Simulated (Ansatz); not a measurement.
Consider the formal exchange of groups at the Si–O bond: `C[N](C)[Y]([OH])[O][SiH3]` + `FC1C[SiH2]1` → `F[C@H]1C[Si@H]1[SiH3]` + `C[N](C)[Y]([OH])[OH]`.

Computed with Ansatz on PBE0-D4/def2-TZVP structures; ΔE is electronic, products minus reactants. CCSD(T)/CBS adds triple-zeta CCSD(T) − MP2 to the extrapolated MP2 energy (def2 sets, frozen cores). DFT in def2-TZVPP. def2 core potentials past Kr. For Y outer-core shells are correlated without core-valence functions, which leaves a few kJ/mol of doubt a bond. One conformer a species, not always the lowest.

CCSD(T)/CBS gives +101.3 kJ/mol.

Another level gave +75.3 kJ/mol. Which?
A. B2PLYP/def2-TZVPP
B. PBE-D4/def2-TZVPP
C. ωB97X-V/def2-TZVPP
D. r2SCAN-D4/def2-TZVPP

B. PBE-D4 75.3, B2PLYP 106.2, r2SCAN-D4 94.5, ωB97X-V 98.8 kJ/mol.

Largest T1 diagnostic among the species: 0.014.

In def2-TZVPP, CCSD(T) changes the Hartree–Fock value by −29.2 kJ/mol (the triples alone add −4.3 kJ/mol) and MP2 by −24.9 kJ/mol. From PBE to PBE0 (25 % exact exchange), in def2-TZVPP and without D4, ΔE moves by +8.9 kJ/mol.
